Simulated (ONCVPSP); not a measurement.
## selenium (Se), ONCV: configuration errors across variants

```
Element                 : selenium (Se)
Generator               : ONCVPSP 4.0.1
Type                    : optimised norm-conserving Vanderbilt (ONCV)
Functional              : LDA (Perdew-Wang 92)
Relativity              : fully relativistic
Frozen core             : [Ne]
Valence charge          : 24
Reference configuration : 3s2 3p6 3d10 4s2 4p4
Partial waves           : 3s+4s: rc 1.15 bohr, ncon 3, nbas 7, qcut 9.4 1/bohr, 3 projectors, debl 3 Ha; 3p+4p: rc 1.05 bohr, ncon 4, nbas 8, qcut 13.3 1/bohr, 2 projectors; 3d: rc 1.00 bohr, ncon 4, nbas 8, qcut 17.5 1/bohr, 2 projectors, debl 3 Ha
Local potential         : polynomial inside 0.85 bohr (lpopt 5, dvloc0 0 Ha)
Core correction         : polynomial model core, fcfact 0.35
```

Open shells are filled in proportion to 2j + 1.

All-electron excitation energies from the reference (eV): (1) 3s2 3p6 3d10 4s2 4p3 11.008; (2) 3s2 3p6 3d10 4s2 4p2 31.568; (3) 3s2 3p6 3d10 4s2 4p1 62.726; (4) 3s2 3p6 3d9 4s2 4p5 51.792.

1 further variants failed, have other tests or too few solved ones, and are left out.

Errors AE − PS in meV (a dash: test not solved or not reliable):

```csv
change,(1),(2),(3),(4),bound ghosts,GHOST(+) flags above zero
base,0.0,+0.4,+1.4,+173,none,none
"all radii but the core radius scaled by about 0.94 (s 1.08, p 0.98, d 0.94 bohr); local potential polynomial inside 0.80 bohr (lpopt 5, dvloc0 0 Ha)",+1.2,+3.0,+5.9,+140,none,none
s: qcut 8.4,0.0,+0.4,+1.5,+174,none,none
core correction none,+0.1,+0.4,+1.5,+175,none,none
"local potential polynomial inside 0.85 bohr (lpopt 5, dvloc0 1.5 Ha)",+0.8,+1.9,+3.9,+173,none,none
```

(1) Give the same row for: s: nbas 8.

Results:

(1) +0.1, +0.4, +1.4, +173; bound ghosts: none; GHOST(+) flags above zero: none.
